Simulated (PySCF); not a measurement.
Two-component Hartree-Fock for Zr³⁸⁺ (zirconium, charge +38)

Start: 1s2. Calculated with PySCF 2.14 in an even-tempered Gaussian basis (17 s from 7.3 bohr⁻², ratio 2.6; 12 p from 9.5 bohr⁻², ratio 2.6; 6 d from 9.8 bohr⁻², ratio 2.8; 3 f from 430 bohr⁻², ratio 2.8): generalised Hartree-Fock with the X2C-1e Hamiltonian and a Gaussian nucleus; spin-orbit coupling (SO) screened by Boettger's factors.

```tsv
spinor shell	electrons	ε, screened SO (eV)	weight of nominal j (screened SO)	rms radius, screened SO (bohr)
1s1/2	2	-21543.9	1.000	0.0422
```

```tsv
quantity	screened SO
E (hartree)	-1609.44377
M_J	0
⟨J²⟩	0.000
⟨L²⟩	0.000
⟨S²⟩	0.000
```

Breit and QED terms are absent; they matter most for the inner s and p1/2 levels.

Densities and radii are taken from the X2C orbitals without a picture-change correction, which distorts them close to the nucleus.
